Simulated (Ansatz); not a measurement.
`O=C1O[Si]1(O)F`. The species carries charge 0 and has multiplicity 1. Geometry: relaxed with PBE0-D4/def2-TZVP. It is one conformer, not always the lowest.

```xyz
7

O    -1.175    1.059    2.135
C    -0.673    0.690    1.143
O    -1.122    0.895   -0.210
Si    0.271    0.012   -0.230
O     0.197   -1.497   -0.774
F     1.561    0.711   -0.809
H     0.940   -1.870   -1.255
```

Task: What is the dipole moment at B3LYP/def2-TZVPP? (Best estimate.)

Result: Computed: 4.40 D, with components (2.85, -2.49, -2.25) D in this frame, pointing from negative to positive charge.

Task: And with PBE, r2SCAN, ωB97M-V? (Best estimate.)

Result: Computed: PBE 4.12 D, r2SCAN 4.31 D, ωB97M-V 4.51 D.

Task: Give the Mulliken charges with B3LYP, ωB97M-V, PBE in def2-TZVPP. (Best estimate.)

Result: The calculation gave: 
```tsv
atom	B3LYP	ωB97M-V	PBE
O1	-0.19	-0.20	-0.15
C2	0.15	0.14	0.10
O3	-0.29	-0.29	-0.22
Si4	0.76	0.76	0.62
O5	-0.36	-0.34	-0.32
F6	-0.29	-0.27	-0.24
H7	0.21	0.20	0.21
```

B3LYP here is the variant with VWN-RPA as its local correlation; programs differ in this.
